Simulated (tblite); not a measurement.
C4H10BClN2.
Atom-mapped SMILES: `[N:1]#[C:2][CH2:3][CH2:4][CH2:5][B@H-:6]([NH3+:7])[Cl:8]` (hydrogens: H9, H10 on C3; H11, H12 on C4; H13, H14 on C5; H15 on B6; H16, H17, H18 on N7)
Bond orders are those of one Lewis drawing.

Computed with GFN2-xTB (tblite), gas phase: L-BFGS steps from a force-field or distance-geometry start until the largest atomic force falls under 0.01 eV/Å.

Step 54: E = -688.2138 eV
```
atom  x, y, z in Å  |  force x, y, z in eV/Å
N1     -2.2479    2.4671   -0.9229   -0.012  -0.016   0.000
C2     -2.3222    1.3546   -0.6665   -0.056   0.019  -0.029
C3     -2.3430   -0.0351   -0.2964    0.009   0.023   0.008
C4     -0.9539   -0.4181    0.2391   -0.013   0.001  -0.019
C5      0.0800   -0.4634   -0.8892    0.001  -0.003   0.021
B6      1.5769   -0.7942   -0.3703    0.037   0.025   0.024
N7      2.2328    0.6104    0.1693    0.014   0.029  -0.010
Cl8     2.7215   -1.1862   -1.7714    0.008  -0.018  -0.010
H9     -3.1160   -0.1855    0.4639    0.019   0.024  -0.022
H10    -2.5870   -0.6434   -1.1724   -0.019   0.047   0.037
H11    -0.6609    0.3152    0.9984    0.002  -0.063   0.000
H12    -1.0165   -1.3936    0.7252    0.030   0.020  -0.034
H13     0.0583    0.4924   -1.4237   -0.035  -0.044   0.003
H14    -0.2440   -1.2198   -1.6081    0.026   0.018   0.013
H15     1.6623   -1.6010    0.4900    0.024  -0.032   0.026
H16     1.6091    1.1257    0.7858   -0.021  -0.038   0.007
H17     2.4268    1.1620   -0.6652   -0.008   0.011  -0.009
H18     3.1148    0.4193    0.6380   -0.007  -0.003  -0.006
```

Step 55: E = -688.2147 eV
```
atom  x, y, z in Å  |  force x, y, z in eV/Å
N1     -2.2447    2.4700   -0.9190   -0.014   0.017  -0.011
C2     -2.3210    1.3573   -0.6655   -0.039   0.018  -0.025
C3     -2.3418   -0.0320   -0.2972    0.012   0.014   0.014
C4     -0.9545   -0.4187    0.2377    0.034  -0.009  -0.022
C5      0.0808   -0.4689   -0.8890    0.025   0.003   0.004
B6      1.5807   -0.7961   -0.3692   -0.048   0.013   0.045
N7      2.2279    0.6116    0.1694    0.019   0.021  -0.001
Cl8     2.7244   -1.1814   -1.7696    0.023  -0.029  -0.022
H9     -3.1127   -0.1813    0.4638   -0.012   0.015  -0.002
H10    -2.5876   -0.6388   -1.1726   -0.026   0.028   0.013
H11    -0.6581    0.3134    0.9962   -0.001  -0.052   0.010
H12    -1.0178   -1.3937    0.7238    0.016   0.009  -0.024
H13     0.0594    0.4842   -1.4278   -0.031  -0.029   0.005
H14    -0.2426   -1.2262   -1.6072    0.026   0.005   0.021
H15     1.6643   -1.6040    0.4925    0.037  -0.006   0.001
H16     1.6066    1.1229    0.7915   -0.027  -0.038   0.002
H17     2.4142    1.1642   -0.6657   -0.009   0.024  -0.015
H18     3.1136    0.4239    0.6315    0.014  -0.004   0.006
```

Step 56: E = -688.2154 eV
```
atom  x, y, z in Å  |  force x, y, z in eV/Å
N1     -2.2392    2.4744   -0.9136   -0.018   0.024  -0.018
C2     -2.3185    1.3608   -0.6644   -0.020   0.030  -0.019
C3     -2.3398   -0.0286   -0.2984    0.007   0.010   0.015
C4     -0.9543   -0.4194    0.2363    0.052  -0.015  -0.019
C5      0.0817   -0.4759   -0.8888    0.034   0.008  -0.011
B6      1.5832   -0.7978   -0.3675   -0.080   0.004   0.048
N7      2.2226    0.6135    0.1695    0.014   0.014   0.008
Cl8     2.7270   -1.1765   -1.7693    0.027  -0.034  -0.018
H9     -3.1100   -0.1773    0.4626   -0.030   0.009   0.012
H10    -2.5874   -0.6332   -1.1740   -0.030   0.013  -0.005
H11    -0.6555    0.3116    0.9941    0.003  -0.036   0.019
H12    -1.0201   -1.3933    0.7233    0.007  -0.006  -0.015
H13     0.0602    0.4737   -1.4334   -0.028  -0.012   0.004
H14    -0.2414   -1.2357   -1.6043    0.027  -0.008   0.024
H15     1.6682   -1.6066    0.4946    0.043   0.015  -0.017
H16     1.6026    1.1181    0.7988   -0.018  -0.040  -0.011
H17     2.3990    1.1693   -0.6657   -0.013   0.025  -0.008
H18     3.1128    0.4293    0.6239    0.023   0.000   0.011
```

Problem. Estimate the geometry and energy of step 57. (The exact step hangs on the optimiser's Hessian estimate; all steps are aligned on step 56, rigid shifts and turns removed.)

Solution. E = -688.2165 eV, largest force 0.084 eV/Å
```
atom  x, y, z in Å  |  force x, y, z in eV/Å
N1     -2.2277    2.4834   -0.9032   -0.026   0.020  -0.025
C2     -2.3129    1.3684   -0.6621    0.013   0.042  -0.006
C3     -2.3359   -0.0220   -0.3008   -0.007   0.007   0.012
C4     -0.9529   -0.4211    0.2335    0.048  -0.017  -0.009
C5      0.0838   -0.4894   -0.8891    0.029   0.015  -0.026
B6      1.5859   -0.8007   -0.3642   -0.079  -0.003   0.028
N7      2.2124    0.6174    0.1696    0.018   0.001   0.013
Cl8     2.7317   -1.1683   -1.7695    0.024  -0.037   0.000
H9     -3.1055   -0.1699    0.4603   -0.045   0.005   0.024
H10    -2.5870   -0.6227   -1.1772   -0.031  -0.001  -0.022
H11    -0.6506    0.3080    0.9909    0.013  -0.015   0.028
H12    -1.0248   -1.3928    0.7225   -0.003  -0.027  -0.005
H13     0.0620    0.4530   -1.4449   -0.027   0.017   0.001
H14    -0.2393   -1.2553   -1.5976    0.032  -0.027   0.025
H15     1.6766   -1.6101    0.4981    0.048   0.039  -0.034
H16     1.5941    1.1074    0.8129    0.000  -0.040  -0.031
H17     2.3696    1.1810   -0.6649   -0.023   0.011   0.021
H18     3.1116    0.4402    0.6093    0.016   0.011   0.009
```

The energy changes by -0.0011 eV. The first-order estimate −F·Δx gives -0.0015 eV and the mean of the old and new forces, exact on a quadratic surface, -0.0011 eV. The step makes an angle of 82° with the force vector and moves no atom by more than 0.032 Å.

What follows is the cost of the whole relaxation. Hardware: Arm Neoverse V1, one thread, shared host. Cost: 0.73 s wall.
